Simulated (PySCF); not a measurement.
A GIAO shielding run with PySCF (density fitting, non-relativistic, gas phase) on `InChI=1S/C2H8FNSi/c1-2(3)5-4/h2H,4-5H2,1H3/t2-/m1/s1`:

```
$ OMP_NUM_THREADS=1 python probes_run.py task.json out

{"job": {"kind": "nmr", "xc": "PBE0", "basis": "aug-cc-pVDZ", "pop": true}, "charge": 0, "multiplicity": 1}
C      1.342455    -0.301808     0.639277
C      0.643373     0.234039    -0.587492
F      0.662446     1.636438    -0.545273
Si    -1.202232    -0.221341    -0.716190
N     -1.934969     0.538163     0.656558
H      1.404350    -1.400149     0.594561
H      0.791909    -0.028176     1.551668
H      2.365111     0.100449     0.709458
H      1.189422    -0.068241    -1.499976
H     -1.415072    -1.698492    -0.619553
H     -1.682569     0.228854    -2.064957
H     -2.904764     0.356175     0.888585
H     -1.712125     1.518684     0.799998
```

Hardware: 1 thread of an AMD EPYC 9R45 96-Core, shared host. The job also computes population analyses, field gradients.

(1) How large is the calculation?

(2) How long does it take, and how much memory does it need?

(3) And these other runs on the same molecule and hardware: GIAO shielding at B97-2/pcSseg-2; GIAO shielding at BHandHLYP/pcSseg-2; GIAO shielding at CAM-B3LYP/pcSseg-2; GIAO shielding at LC-wPBE/pcSseg-2; GIAO shielding at PBE0/6-31G; GIAO shielding at PBE0/STO-3G?

Results:

(1) 50 electrons, 191 basis functions and 634 auxiliary functions.

(2) 9.6 s of wall time, with 12 SCF cycles and 5 response iterations; peak memory 0.87 GiB. Times on a shared host scatter by some tens of per cent.

(3) B97-2/pcSseg-2: 299 functions, 18 s; BHandHLYP/pcSseg-2: 299 functions, 18 s; CAM-B3LYP/pcSseg-2: 299 functions, 25 s; LC-wPBE/pcSseg-2: 299 functions, 35 s; PBE0/6-31G: 65 functions, 2.9 s; PBE0/STO-3G: 37 functions, 1.4 s.
